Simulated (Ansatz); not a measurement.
`[AlH2][CH2][SiH3]` + `S[SiH]1CC1` → `[AlH2][C@H]1C[Si@@H]1S` + `C[SiH3]` at 400 K and 1 bar (formal exchange of groups at the Al–C bond).

Computed with Ansatz on PBE0-D4/def2-TZVP structures; ΔE is electronic, products minus reactants. CCSD(T)/CBS adds triple-zeta CCSD(T) − MP2 to the extrapolated MP2 energy (def2 sets, frozen cores). This one scheme is used for every species. One conformer a species, not always the lowest.

```
                 species  CCSD(T)/CBS energy (Eh)  H − E (kJ/mol)  S (J/(mol·K))
     `[AlH2][CH2][SiH3]`               -573.34237           199.1          362.2
            `S[SiH]1CC1`               -766.55961           216.9          349.3
`[AlH2][C@H]1C[Si@@H]1S`              -1009.16982           236.1          416.5
               `C[SiH3]`               -330.73916           180.9          277.1
```

H − E and S are ideal-gas, rigid-rotor, harmonic terms from PBE0-D4/def2-TZVP, for one conformer and one mirror image of each species. 1 Eh = 2625.50 kJ/mol, R = 8.31446 J/(mol·K).

Problem. By hand: ΔE, ΔH, ΔS and ΔG.

Solution. ΔE = (-1009.16982) + (-330.73916) − (-573.34237) − (-766.55961) = -0.00700 Eh = -18.4 kJ/mol. Δ(H − E) = 236.1 + 180.9 − 199.1 − 216.9 = 1.0, so ΔH = -17.4 kJ/mol. ΔS = 416.5 + 277.1 − 362.2 − 349.3 = -17.9 J/(mol·K). ΔG = -17.4 − 400 × (-17.9)/1000 = -10.2 kJ/mol.

Problem. By hand: the equilibrium constant, and the temperature at which ΔG would vanish if ΔH and ΔS stayed fixed.

Solution. log₁₀ K = −ΔG/(RT ln 10) = 1.3. ΔG = 0 at ΔH/ΔS = 972 K, though so small a ΔS makes that figure unsure.

TΔS isn't small against ΔH here. A doubt of 5 kJ/mol in ΔE shifts log₁₀ K by 0.7 here. Other conformers and mirror images would add mixing entropy, several J/(mol·K) or more a flexible species. These are equilibria of isolated gas molecules and say nothing of rates. Largest T1 diagnostic: 0.011 (customary marks: 0.02 for closed shells, 0.045 for open ones).
